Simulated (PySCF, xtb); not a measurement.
C5H4F2O, SMILES C(O/C(=C\F)F)=C=C. Other conformers were not sampled.

Harmonic wavenumbers (cm⁻¹) from xtb 6.7.1 with GFN2-xTB at its own minimum, in rising order: 25, 111, 125, 185, 262, 274, 292, 435, 506, 545, 558, 694, 734, 821, 831, 881, 974, 1015, 1110, 1138, 1182, 1267, 1304, 1432, 1748, 2085, 3067, 3071, 3078, 3131.

**Question.** What does PBE-D3(BJ)/def2-SVP (PySCF 2.14.0) give at its own minimum? (The exact figures need the calculation; the answer reports its results.)

**Answer.** 33, 103, 107, 233, 254, 278, 301, 472, 534, 584, 621, 735, 760, 827, 837, 868, 963, 1018, 1161, 1176, 1212, 1283, 1341, 1418, 1765, 2026, 3037, 3119, 3142, 3157. Paired by order, the mean absolute difference is 27 cm⁻¹ and the zero-point energies are 47.0 and 47.7 kcal/mol.
